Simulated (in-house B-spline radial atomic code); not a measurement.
# Ionising the rubidium ion Rb⁸⁺ with different functionals

Computed with a radial B-spline atomic code at the basis-set limit: four-component Dirac-Coulomb Hamiltonian, Fermi nucleus of rms radius 4.2036 fm, spin-restricted, spherical fractional occupations for the functionals. The ionisation energy is the difference of two self-consistent energies, [Ar] 3d10 4s1 → [Ar] 3d10, without Breit or QED terms; ε is the level of the shell that loses the electron (mean over j).

Hybrids are left out here: with spherical fractional occupations of an open shell their exact exchange keeps a self-interaction that integer-occupation calculations don't have.

```csv
method,rung,ΔSCF (eV),-ε(4s) (eV)
LDA VWN5,LDA,151.88,143.34
relativistic LDA,LDA,151.72,143.20
LDA PW92,LDA,151.87,143.34
LDA exchange-only,LDA,150.29,141.70
PBE,GGA,151.73,142.84
PBEsol,GGA,?,?
BLYP,GGA,152.14,143.16
RPBE,GGA,?,?
PW91,GGA,151.87,142.93
BP86,GGA,151.16,142.80
AM05,GGA,151.05,142.54
OLYP,GGA,151.48,142.00
```

**Question.** What does PBEsol give?

**Answer.** ΔSCF 151.26 eV, and -ε(4s) = 142.60 eV.

**Question.** What does RPBE give?

**Answer.** ΔSCF 151.55 eV, and -ε(4s) = 142.40 eV.

**Question.** How do they compare with the NIST value?

**Answer.** NIST lists 150.63 eV ± 0.025 (measured, ground level to ground level). Errors run from -0.34 to +1.51 eV; AM05 is closest (+0.43 eV), but part of that can be cancellation, since the calculations leave out Breit-QED terms, spin polarisation.
